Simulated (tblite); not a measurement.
Question: What does the GFN2-xTB structure of InChI=1S/C3H13NSi3/c1-2-6-3-7-4-5/h2,4H,1,3,6-7H2,5H3 look like in three dimensions?

Answer: 
```
atom  x, y, z in Å
C1    -3.4708    0.7546    0.4997
C2    -2.6003   -0.1848    0.8320
Si3   -1.7543   -1.3451   -0.3844
C4     0.1135   -1.0061   -0.3626
Si5    0.6084    0.7475   -0.8747
N6     2.3423    0.8377   -0.9403
Si7    3.5280    0.2769    0.1901
H8    -3.7695    0.9070   -0.5250
H9    -3.9278    1.4141    1.2230
H10   -2.3414   -0.2909    1.8797
H11   -2.0139   -2.7344    0.0333
H12   -2.3036   -1.1382   -1.7297
H13    0.6098   -1.7204   -1.0184
H14    0.4949   -1.2007    0.6397
H15    0.0612    1.7225    0.0821
H16    0.1615    1.0739   -2.2336
H17    2.6846    1.5370   -1.5789
H18    4.8180    0.4143   -0.4879
H19    3.2311   -1.1198    0.5034
H20    3.5230    1.0656    1.4302
```

Orientation and origin are arbitrary. Atoms count from 1 in this order. N6 (nitrogen bridging silicon atoms) is almost planar (angles 129.9°, 114.0° and 113.5°, sum 357.4°, 0.13 Å off the plane of its three neighbours). Si5 (SiH2 silicon) is distorted tetrahedral (angles from 104.9° to 112.2°). Si7 (SiH3 silicon) is distorted tetrahedral (angles from 105.7° to 112.0°). Of the pairs four or more bonds apart, Si7···H14 is among the closest relative to their van der Waals radii: 3.40 Å, 103 % of the sum of Bondi's values.

Bonds between heavy atoms (Å): C1=C2 1.323, C2–Si3 1.882, Si3–C4 1.898, C4–Si5 1.893, Si5–N6 1.737, N6–Si7 1.732.

The geometry is computed with GFN2-xTB (gas phase).

Point group: C1 (no symmetry element, even within 0.4 Å). Its GFN2-xTB frequencies are all real (lowest 18 cm⁻¹). One conformer, not necessarily the lowest (C1–C2–Si3–C4 116°, C2–Si3–C4–Si5 -61°, Si3–C4–Si5–N6 -175°, C4–Si5–N6–Si7 -46°).
